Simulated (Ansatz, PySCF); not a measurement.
Potential energy curve for SMILES [BeH2] (H2Be). The Be1–H3 bond (Be1 also carries H; H3 carries nothing else) is pulled apart rigidly from the PBE0/def2-TZVP optimised geometry.

Levels: RKS-M06-2X/6-31G* = restricted M06-2X/6-31G*, spherical d (PySCF 2.14.0); FCI = full CI/def2-SVP, frozen core (Ansatz, a quantum-chemistry and plane-wave program); UCCSD(T) = CCSD(T) on UHF/def2-SVP, frozen core (Ansatz); UKS-CAM-B3LYP = unrestricted CAM-B3LYP/def2-SVP run with Ansatz.

Energies are in kJ/mol, each relative to the lowest point of its own curve near equilibrium.

```tsv
R / Å	RKS-M06-2X/6-31G*	FCI	UCCSD(T)	UKS-CAM-B3LYP
0.99	149.4	153.8	153.7	151.4
1.07	76.5	78.2	78.2	77.2
1.14	36.6	37.3	37.2	36.8
1.21	13.2	13.4	13.4	13.2
1.25	5.6	5.6	5.6	5.5
1.30	0.7	0.7	0.7	0.7
1.34	0.0	0.0	0.0	0.0
1.37	1.0	1.0	1.0	1.0
1.44	7.7	7.5	7.5	7.7
1.50	17.3	16.8	16.8	17.1
1.55	27.4	26.4	26.5	27.0
1.65	51.7	49.5	49.6	50.9
1.78	88.4	83.7	84.0	86.9
1.98	149.4	139.0	139.5	146.8
2.18	210.2	191.6	192.4	206.6
2.42	279.0	246.3	247.8	273.9
2.69	348.5	294.6	296.9	330.9
2.96	408.5	328.9	332.1	364.2
3.24	461.5	352.0	356.0	383.9
3.67	526.5	370.0	374.1	398.5
4.07	572.5	376.6	379.0	404.2
4.72	622.8	379.8	380.4	407.3
```

At the longest distance, 4.72 Å, RKS-M06-2X/6-31G* lies highest above its minimum (622.8 kJ/mol) and FCI lowest (379.8 kJ/mol).

The restricted form behind RKS-M06-2X/6-31G* keeps the bonding electrons paired and can't separate into open-shell fragments. The unrestricted determinant behind UCCSD(T) is spin-contaminated at 2.18 to 4.72 Å (<S²> up to 1.0, against 0.00 for a pure singlet). The unrestricted determinant behind UKS-CAM-B3LYP is spin-contaminated at 2.69 to 4.72 Å (<S²> up to 1.0, against 0.00 for a pure singlet).
